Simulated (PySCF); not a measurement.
# How methods differ on the excitation energy of S(2+)

S(2+) [Ne] 3s2 3p2 (3P) → S(2+) [Ne] 3s2 3p1 4s1 (3P), as a difference of total energies. All numbers are calculated (PySCF 2.14, scalar relativity by spin-free X2C-1e, in aug-cc-pCVTZ-DK with one added diffuse shell each of s, p, d, f type (9s8p6d4f, 91 functions)). Correlated levels: valence: [Ne] frozen. The calculations carry no spin-orbit coupling.

```csv
method,excitation energy (eV)
UHF,17.856
MP2 (valence),17.937
SCS-MP2 (valence),17.920
CCSD (valence),17.930
CCSD(T) (valence),17.892
```

Q: How much does correlation contribute at CCSD(T) (valence)?

A: 17.892 − (17.856) = 0.036 eV, measured against UHF.

A first-order spin-orbit estimate (lowest level to lowest level, LS coupling) adds -0.007 eV.

The promoted electron is Rydberg-like, and one or two diffuse shells describe it only roughly, which tends to raise the upper state.

The coupled-cluster amplitudes are large for the upper state (T1 above 0.03 or a double amplitude above 0.15), so a single reference is strained.
